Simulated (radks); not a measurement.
Eu+, configuration [Xe] 4f7 6s1.

Method: non-relativistic Kohn-Sham, LDA (Slater exchange, Perdew-Wang correlation), spin-polarised, spherical densities, point nucleus; open shells are filled with parallel spins first (spin-orbit coupling, left out, can overturn this in heavy ions); relativity is left out, which matters for an element this heavy; computed with a radial shooting solver on a logarithmic mesh with Libxc functionals.

Energy parts (hartree):
total: -10419.7940
kinetic: 10415.3187
electron-nucleus: -24720.9598
Hartree: 4112.4599
exchange-correlation: -226.6128

Orbitals (lengths in bohr, moments of r in powers of bohr; <r^-3> diverges for s and p1/2; r(90%) holds 90 % of the orbital's charge):
orbital  occ.  eigenvalue (hartree)  r(90%)  <r^-3>
1s up       1             -1672.494  0.0428       -
1s down     1             -1672.493  0.0428       -
2s up       1             -265.3823   0.158       -
2s down     1             -265.3771   0.158       -
2p up       3             -252.3592   0.141    8504
2p down     3             -252.3560   0.141    8504
3s up       1             -58.29702   0.388       -
3s down     1             -58.18763   0.388       -
3p up       3             -52.50674   0.381    1718
3p down     3             -52.40628   0.381    1722
3d up       5             -41.67816   0.353   293.0
3d down     5             -41.60363   0.353   293.7
4s up       1             -11.55220   0.863       -
4s down     1             -11.34211   0.864       -
4p up       3              -9.30995   0.896   377.8
4p down     3              -9.10108   0.897   376.9
4d up       5              -5.31696   0.984   53.91
4d down     5              -5.11116   0.987   53.67
5s up       1              -1.70067    2.11       -
5s down     1              -1.60356    2.15       -
5p up       3              -1.10274    2.44   50.39
5p down     3              -1.02422    2.49   46.91
4f up       7              -0.51240    1.54   7.504
4f down     0              -0.33296    1.70   7.065
6s up       1              -0.31567    5.73       -
6s down     0              -0.27964    5.97       -

The highest occupied level is 6s up at -8.590 eV. The configuration is held as typed, so some empty levels lie below it. Summed over all electrons, <r^2> = 58.90 bohr^2, which gives a Langevin (diamagnetic) susceptibility term of -46.6 x 10^-6 cm^3/mol. The density falls to 0.001 e/bohr^3 at r = 4.56 bohr. The spin density at the nucleus is 7.690 e/bohr^3 (1s 0.025, 2s -0.457, 3s -4.053, 4s 0.768, 5s 3.589, 6s 7.817). Virial ratio -V/T = 2.00043. The electron density at the nucleus is 1.776e+05 e/bohr^3. Spin moment in Bohr magnetons: 8.
